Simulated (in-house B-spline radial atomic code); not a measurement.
A fraction x of an electron is removed from 4f in the cerium ion Ce²⁺, starting from [Xe] 4f2 and keeping the highest spin. Method: scalar-relativistic (X2C) PBE, spin-polarised, spherical fractional occupations, Fermi nucleus of rms radius 4.8771 fm. Calculated with a B-spline radial code for spherical atoms.

| x | E(x) - E(0) (eV) | 4f up level (eV) |
| --- | --- | --- |
| 0 | 0.0000 | -13.456 |
| 0.04 | 0.5494 | -14.013 |
| 0.19 | 2.8109 | -16.156 |
| 0.28 | 4.3244 | -17.482 |
| 0.39 | 6.3383 | -19.141 |
| 0.5 | 8.5369 | -20.840 |
| 0.52 | 8.9569 | -21.153 |
| 0.63 | 11.3792 | -22.896 |
| 0.87 | 17.3419 | -26.820 |
| 0.96 | 19.8236 | -28.333 |
| 1 | 20.9705 | -29.012 |

The exact functional would give a straight line between the two integer points. Deviations E(x) - E(0) - x[E(1) - E(0)], in eV: -0.289 at x = 0.04, -1.173 at x = 0.19, -1.547 at x = 0.28, -1.84 at x = 0.39, -1.948 at x = 0.5, -1.948 at x = 0.52, -1.832 at x = 0.63, -0.902 at x = 0.87, -0.308 at x = 0.96.

The curve lies below the straight line by up to 1.948 eV (at x = 0.5): convex, the delocalisation error that favours fractional charges.

Task: How well does Slater's transition state (minus the level at half occupation) give the ionisation energy?

Result: It gives 20.840 eV against 20.971 eV from the two total energies; NIST lists 20.20 eV, ground level to ground level.
